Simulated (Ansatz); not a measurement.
Reaction (ligand exchange at the Si–S bond): `O[SiH2]SBF` + `[NH2][GeH2][OH]` → `O[SiH2][NH][GeH2][OH]` + `FBS`

Program: Ansatz. Geometries: PBE0-D4/def2-TZVP. ΔE: electronic, gas phase. CBS: MP2 limit from def2 TZ/QZ plus the TZ coupled-cluster correction, frozen cores. This one scheme is used for every species. Functionals use def2-TZVPP. B3LYP here is the variant with VWN-RPA as its local correlation; programs differ in this. For Ge outer-core shells are correlated without core-valence functions, which leaves a few kJ/mol of doubt a bond. Scalar relativity is left out up to krypton. Each species was taken in one conformer, which may not be the lowest.

```csv
level,ΔE (kJ/mol),difference from CCSD(T)/CBS
r2SCAN-D4,-20.4,3.2
B3LYP-D4,-25.7,-2.1
ωB97X-V,-23.5,0.1
ωB97M-V,-24.7,-1.1
B2PLYP,-23.6,0.0
PBE,-12.1,11.5
r2SCAN,-19.6,4.0
PBE0,-14.9,8.7
HF/def2-TZVPP,-25.2,-1.6
MP2/def2-TZVPP,-24.6,-1.0
CCSD/def2-TZVPP,-28.2,-4.6
CCSD(T)/def2-TZVPP,-27.6,-4.0
MP2/def2-QZVPP,-22.3,1.3
SCS-MP2/def2-QZVPP,-23.7,-0.1
HF/CBS(def2),-25.1,-1.5
CCSD/CBS(def2),-24.2,-0.6
CCSD(T)/CBS,-23.6,0
```

Largest T1 diagnostic among the species: 0.014.

The D4 term adds −4.5 kJ/mol with B3LYP and −2.5 kJ/mol with PBE0; it sums over pairs of atoms, weighted by their polarisabilities, and B3LYP, whose exchange is more repulsive, gets the larger term.
